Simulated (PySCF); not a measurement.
# One molecule, several mistakes: ClH3NSi2 cation

These are calculations, not measurements. The program is PySCF 2.14.0, an open-source quantum chemistry code, run on an isolated molecule that a program drew, which may never have been made. The molecule is ClH3NSi2 cation (charge +1, singlet), drawn as the SMILES string `[SiH2+]N=[SiH]Cl`.

Each row is a Hartree-Fock (HF) and frozen-core CCSD(T) single point in the cc-pV(D+d)Z basis, meant for a local HF minimum. Run 1 is clean. Each other run has one planted mistake out of seven kinds, and not every kind appears here: one electron removed, one electron added, multiplicity raised by two, geometry at a saddle point, minimal basis STO-3G, one bond length entered in bohr, all coordinates scaled. The reference is restricted for singlets and unrestricted otherwise, and also for a bond in bohr. Adding or removing an electron swaps singlet and doublet. Electrons count all cores. HOMO and LUMO are orbital energies over both spins, the gradient is its largest component, and the lowest frequency (negative if imaginary) is given only where the gradient is small. Bond lengths are over the 6 bonds as drawn. T1 is the CCSD diagnostic: over 0.02 (restricted) or 0.045 (unrestricted) a single reference is doubtful.

Geometry of the clean run:
```xyz
7
ClH3NSi2 cation, angstrom
Si   -1.2550   -0.5717    3.4810
N    -0.4285    0.1234    2.3099
Si    0.4040    0.8389    1.1667
Cl    1.4631    2.4806    1.4849
H    -0.6507   -1.6006    4.3221
H    -2.6445   -0.2080    3.7415
H     0.4545    0.3475   -0.1994
```

```
run,electrons,basis functions,<S^2>,HOMO (eV),LUMO (eV),gradient (hartree/bohr),lowest frequency (cm^-1),mean bond (Å),longest bond (Å),T1,HF (hartree),CCSD(T) (hartree),mistake
1,54,98,0.000,-16.68,-3.77,2.0e-05,98,1.5883,1.979,0.0172,-1093.38043,-1093.89871,no fault
2,54,98,0.866,-15.19,-4.46,1.4e-02,-,1.8047,2.759,0.0392,-1093.26811,-1093.77432,one bond length entered in bohr
3,54,98,0.000,-16.37,-4.55,5.8e-05,-176,1.5896,1.981,0.0149,-1093.37471,-1093.88963,geometry at a saddle point
4,54,98,2.031,-11.55,-6.60,1.3e-01,-,1.5883,1.979,0.0183,-1093.23270,-1093.71897,multiplicity raised by two
5,54,35,0.000,-14.19,-0.26,5.2e-02,-,1.5883,1.979,0.0274,-1081.10435,-1081.30264,?
6,55,98,0.767,-5.44,1.30,8.9e-02,-,1.5883,1.979,0.0180,-1093.54854,-1094.08412,?
```

**Which mistake was planted in run 5, and what did it cost?**

It has 35 basis functions where the clean run has 98, with the same electrons and geometry. So the mistake is: minimal basis STO-3G. Subtracting run 1 and multiplying by 627.51 kcal/mol a hartree, the energy moved by 7703.4 kcal/mol in HF and 7904.2 kcal/mol in CCSD(T).

**Which mistake was planted in run 6, and what did it cost?**

It counts 55 electrons, one more than the clean run, at the same geometry and basis. So the mistake is: one electron added. Subtracting run 1 and multiplying by 627.51 kcal/mol a hartree, the energy moved by -105.5 kcal/mol in HF and -116.3 kcal/mol in CCSD(T).

Cautions from the logs. Run 5: T1 is over the limit, so its CCSD(T) energy is less reliable.
